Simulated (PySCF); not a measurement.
C2H6GeSi, SMILES C1=[CH][GeH2][SiH2]1.

Coordinates come from a B3LYP-D3(BJ)/def2-SVP optimisation. The structure was generated by enumeration, and PubChem lists no compound with its InChIKey, so it may never have been made.

All values below come from B3LYP-D3(BJ)/def2-SVP (PySCF).

Frequencies are harmonic and unscaled.

```json
[
 {"mode": "1", "ν (cm⁻¹)": "196", "IR (km/mol)": "0.0", "Raman (Å⁴/amu)": "2.1", "depolarisation": "0.75", "moving atoms (share of kinetic energy)": "C 50 %, H 49 %"},
 {"mode": "2", "ν (cm⁻¹)": "339", "IR (km/mol)": "1.2", "Raman (Å⁴/amu)": "21.0", "depolarisation": "0.31", "moving atoms (share of kinetic energy)": "Si 46 %, Ge 36 %, C 9 %, H 9 %"},
 {"mode": "3", "ν (cm⁻¹)": "366", "IR (km/mol)": "8.4", "Raman (Å⁴/amu)": "0.0", "depolarisation": "–", "moving atoms (share of kinetic energy)": "H 98 %"},
 {"mode": "4", "ν (cm⁻¹)": "401", "IR (km/mol)": "3.6", "Raman (Å⁴/amu)": "5.6", "depolarisation": "0.63", "moving atoms (share of kinetic energy)": "C 41 %, Si 34 %, Ge 16 %, H 9 %"},
 {"mode": "5", "ν (cm⁻¹)": "526", "IR (km/mol)": "0.1", "Raman (Å⁴/amu)": "5.1", "depolarisation": "0.75", "moving atoms (share of kinetic energy)": "H 75 %, C 10 %, Si 10 %"},
 {"mode": "6", "ν (cm⁻¹)": "546", "IR (km/mol)": "0.7", "Raman (Å⁴/amu)": "30.2", "depolarisation": "0.75", "moving atoms (share of kinetic energy)": "H 96 %"},
 {"mode": "7", "ν (cm⁻¹)": "610", "IR (km/mol)": "46.3", "Raman (Å⁴/amu)": "8.8", "depolarisation": "0.50", "moving atoms (share of kinetic energy)": "H 80 %, C 15 %"},
 {"mode": "8", "ν (cm⁻¹)": "645", "IR (km/mol)": "1.2", "Raman (Å⁴/amu)": "7.3", "depolarisation": "0.75", "moving atoms (share of kinetic energy)": "H 89 %, C 10 %"},
 {"mode": "9", "ν (cm⁻¹)": "645", "IR (km/mol)": "52.8", "Raman (Å⁴/amu)": "19.0", "depolarisation": "0.15", "moving atoms (share of kinetic energy)": "C 55 %, H 26 %, Si 13 %"},
 {"mode": "10", "ν (cm⁻¹)": "702", "IR (km/mol)": "14.1", "Raman (Å⁴/amu)": "5.1", "depolarisation": "0.56", "moving atoms (share of kinetic energy)": "H 47 %, C 46 %"},
 {"mode": "11", "ν (cm⁻¹)": "768", "IR (km/mol)": "117.8", "Raman (Å⁴/amu)": "0.1", "depolarisation": "0.75", "moving atoms (share of kinetic energy)": "H 76 %, C 20 %"},
 {"mode": "12", "ν (cm⁻¹)": "773", "IR (km/mol)": "109.2", "Raman (Å⁴/amu)": "4.4", "depolarisation": "0.53", "moving atoms (share of kinetic energy)": "H 64 %, Si 18 %, C 17 %"},
 {"mode": "13", "ν (cm⁻¹)": "880", "IR (km/mol)": "91.6", "Raman (Å⁴/amu)": "23.3", "depolarisation": "0.70", "moving atoms (share of kinetic energy)": "H 98 %"},
 {"mode": "14", "ν (cm⁻¹)": "959", "IR (km/mol)": "129.7", "Raman (Å⁴/amu)": "18.1", "depolarisation": "0.74", "moving atoms (share of kinetic energy)": "H 95 %"},
 {"mode": "15", "ν (cm⁻¹)": "1017", "IR (km/mol)": "0.1", "Raman (Å⁴/amu)": "0.2", "depolarisation": "0.75", "moving atoms (share of kinetic energy)": "H 77 %, C 23 %"},
 {"mode": "16", "ν (cm⁻¹)": "1056", "IR (km/mol)": "7.7", "Raman (Å⁴/amu)": "15.5", "depolarisation": "0.55", "moving atoms (share of kinetic energy)": "H 97 %"},
 {"mode": "17", "ν (cm⁻¹)": "1265", "IR (km/mol)": "12.6", "Raman (Å⁴/amu)": "0.4", "depolarisation": "0.73", "moving atoms (share of kinetic energy)": "H 66 %, C 34 %"},
 {"mode": "18", "ν (cm⁻¹)": "1557", "IR (km/mol)": "1.6", "Raman (Å⁴/amu)": "8.5", "depolarisation": "0.09", "moving atoms (share of kinetic energy)": "C 96 %"},
 {"mode": "19", "ν (cm⁻¹)": "2102", "IR (km/mol)": "145.2", "Raman (Å⁴/amu)": "279.9", "depolarisation": "0.12", "moving atoms (share of kinetic energy)": "H 99 %"},
 {"mode": "20", "ν (cm⁻¹)": "2107", "IR (km/mol)": "121.9", "Raman (Å⁴/amu)": "156.8", "depolarisation": "0.75", "moving atoms (share of kinetic energy)": "H 98 %"},
 {"mode": "21", "ν (cm⁻¹)": "2200", "IR (km/mol)": "128.9", "Raman (Å⁴/amu)": "257.9", "depolarisation": "0.11", "moving atoms (share of kinetic energy)": "H 98 %"},
 {"mode": "22", "ν (cm⁻¹)": "2205", "IR (km/mol)": "125.5", "Raman (Å⁴/amu)": "125.4", "depolarisation": "0.75", "moving atoms (share of kinetic energy)": "H 96 %"},
 {"mode": "23", "ν (cm⁻¹)": "3117", "IR (km/mol)": "7.3", "Raman (Å⁴/amu)": "179.1", "depolarisation": "0.73", "moving atoms (share of kinetic energy)": "H 92 %"},
 {"mode": "24", "ν (cm⁻¹)": "3140", "IR (km/mol)": "27.7", "Raman (Å⁴/amu)": "297.4", "depolarisation": "0.19", "moving atoms (share of kinetic energy)": "H 91 %, C 9 %"}
]
```
